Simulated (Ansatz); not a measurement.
Input and output for CH5BIIn (`B[CH]([InH2])I`).

```yaml
crystal:
  periodic: [false, false, false]
  atoms:
    - {symbol: B, position_ang: [-0.227454, 1.399599, -0.662122]}
    - {symbol: C, position_ang: [0.448714, 0.011760, -0.520568]}
    - {symbol: In, position_ang: [0.396332, -1.167926, 1.302077]}
    - {symbol: I, position_ang: [-1.525720, -0.653949, -1.292253]}
    - {symbol: H, position_ang: [-0.054181, 2.054395, -1.651055]}
    - {symbol: H, position_ang: [-0.864003, 1.843087, 0.249992]}
    - {symbol: H, position_ang: [1.129506, -0.304369, -1.310078]}
    - {symbol: H, position_ang: [1.178041, -2.698888, 1.276666]}
    - {symbol: H, position_ang: [-0.481236, -0.483700, 2.607351]}
basis:
  gaussian: {orbitals: def2-TZVPP}
magnetization: {spin_polarized: true, initial_magnetization: 0}
hamiltonian: {xc: {name: wB97X}}
```

```sh
$ ansatz run in.yaml --threads 4 --pin off --events-out ev --progress --plain --max-ram 10444MiB
```

Output, abridged:

```
Functional definition: wB97X
1470 factors; their error is unknown
345 factors; integrals over basis functions are off by at most 2.0e-5 eV
mean field evaluation 1: about -15067.0182 eV, gradient 2.7e1 eV
mean field evaluation 2: about -15067.1034 eV, gradient 2.8e1 eV
mean field evaluation 4: about -15070.7848 eV, gradient 1.4e0 eV
mean field evaluation 8: about -15070.9735 eV, gradient 4.2e-1 eV
mean field evaluation 16: about -15070.9739 eV, gradient 6.1e-4 eV
mean field -15070.97391171 eV, -553.8480757822 hartree, gradient 7.6e-5 eV, S^2 0.000000; 0 other end points of the search recorded, 0 dependent functions left out
reference -15070.97386697 eV, -553.8480741382 hartree; 31, 31 occupied and 201, 201 virtual orbitals, 1470 factors
Total energy: -15070.97386697 eV, -553.8480741382 hartree
```

It took 13 s on 4 threads of an AMD EPYC 7B13 on a shared host, with 1.2 GiB of host memory at the peak.
